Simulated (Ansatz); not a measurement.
Mulliken charges of `[Cl][GeH]([Cl])[SeH]` from r2SCAN/def2-TZVPP in Ansatz (PBE0-D4/def2-TZVP geometry).

| atom | x (Å) | y (Å) | z (Å) | charge (e) |
| --- | --- | --- | --- | --- |
| Cl1 | -1.114 | 0.281 | -1.881 | -0.282 |
| Ge2 | -0.377 | -0.418 | 0.004 | 0.647 |
| Cl3 | -1.440 | 0.687 | 1.498 | -0.282 |
| Se4 | 1.921 | -0.078 | 0.185 | -0.210 |
| H5 | -0.705 | -1.905 | 0.150 | 0.037 |
| H6 | 1.757 | 1.369 | -0.002 | 0.089 |

Problem. By hand: the dipole of these point charges (1 e Å = 4.8032 D).

Solution. Σ q r = (0.203, -0.476, 0.077) e Å, of length 0.523 e Å = 2.51 D.

Problem. How does the dipole of the full density compare? (Best estimate.)

Solution. Computed: (0.212, -0.145, 0.038) e Å, 1.25 D; the point charges give 2.01 times that, at 32° from its direction.

Point charges leave out the atoms' own dipoles, such as those of lone pairs, and Mulliken's split depends on the basis, so the two needn't agree.
